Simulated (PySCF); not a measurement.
Species: C₆H₁₂OSi.
SMILES with atom numbers: `[CH3:1][CH2:2][O:3][SiH:4]1[CH2:5][CH:6]=[CH:7][CH2:8]1` (hydrogens: H9, H10, H11 on C1; H12, H13 on C2; H14 on Si4; H15, H16 on C5; H17 on C6; H18 on C7; H19, H20 on C8)

The same species was optimised twice, with GFN2-xTB and with PBE0-D3(BJ)/def2-SVP (PySCF), and the same property calculations (PySCF, gas phase) were run on both structures.

```tsv
coordinate	GFN2-xTB	PBE0-D3(BJ)/def2-SVP	change
O3–Si4 (Å)	1.622	1.669	+0.047
C6=C7 (Å)	1.321	1.342	+0.021
Si4–C8 (Å)	1.910	1.894	-0.016
Si4–C5 (Å)	1.896	1.884	-0.012
C1–C2 (Å)	1.521	1.511	-0.010
C5–C6 (Å)	1.497	1.507	+0.010
C7–C8 (Å)	1.501	1.508	+0.007
C2–O3 (Å)	1.403	1.406	+0.003
O3–Si4–C8 (°)	117.2	113.1	-4.1
C2–O3–Si4 (°)	128.3	124.3	-4.0
C5–Si4–C8 (°)	94.1	96.5	+2.4
Si4–C5–C6 (°)	103.8	102.2	-1.6
Si4–C8–C7 (°)	103.4	101.9	-1.5
O3–Si4–C5 (°)	107.1	108.4	+1.3
C6–C7–C8 (°)	119.1	119.3	+0.2
C1–C2–O3 (°)	109.5	109.6	+0.1
C1–C2–O3–Si4 (°)	-176	178	-6
C2–O3–Si4–C5 (°)	180	176	-4
```

Rotational constants: A = 4000, B = 899.9, C = 835.8 MHz (GFN2-xTB) against A = 3695, B = 930.0, C = 868.8 MHz (PBE0-D3(BJ)/def2-SVP). Point groups within 0.08 Å: C1 and C1. Atoms that the bonding makes alike are paired by their places after alignment.

On the GFN2-xTB structure: HOMO (eV) -6.94 [PBE0/pcSseg-1]; LUMO (eV) 0.84 [PBE0/pcSseg-1]; dipole (D) 1.24 [PBE0/pcSseg-1]; GIAO shielding of C1 (ppm) 166.3 [PBE0/pcSseg-1]; GIAO shielding of C2 (ppm) 123.7 [PBE0/pcSseg-1]; GIAO shielding of O3 (ppm) 289.8 [PBE0/pcSseg-1]; GIAO shielding of Si4 (ppm) 338.4 [PBE0/pcSseg-1]; GIAO shielding of C5/C8 (mean) (ppm) 166.2 [PBE0/pcSseg-1]; GIAO shielding of C6/C7 (mean) (ppm) 49.4 [PBE0/pcSseg-1].

Q: What do these properties become on the PBE0-D3(BJ)/def2-SVP structure?

A: 
| property | level | on GFN2-xTB | on PBE0-D3(BJ)/def2-SVP | change |
| --- | --- | --- | --- | --- |
| HOMO (eV) | PBE0/pcSseg-1 | -6.94 | -7.04 | -0.10 |
| LUMO (eV) | PBE0/pcSseg-1 | 0.84 | 0.56 | -0.28 |
| dipole (D) | PBE0/pcSseg-1 | 1.24 | 0.92 | -0.32 |
| energy, GFN2-xTB geometry as zero (kcal/mol) | PBE0/pcSseg-1 | 0.0 | -2.2 | -2.2 |
| GIAO shielding of C1 (ppm) | PBE0/pcSseg-1 | 166.3 | 164.3 | -2.0 |
| GIAO shielding of C2 (ppm) | PBE0/pcSseg-1 | 123.7 | 123.2 | -0.5 |
| GIAO shielding of O3 (ppm) | PBE0/pcSseg-1 | 289.8 | 284.3 | -5.5 |
| GIAO shielding of Si4 (ppm) | PBE0/pcSseg-1 | 338.4 | 329.9 | -8.5 |
| GIAO shielding of C5/C8 (mean) (ppm) | PBE0/pcSseg-1 | 166.2 | 166.0 | -0.2 |
| GIAO shielding of C6/C7 (mean) (ppm) | PBE0/pcSseg-1 | 49.4 | 44.1 | -5.3 |

The heavy atoms differ by 0.136 Å rms after alignment (one structure mirrored). Among bonds between heavy atoms O3–Si4 changes most (+0.047 Å). Changes are differences of the printed values. Neither structure is proved a minimum here.
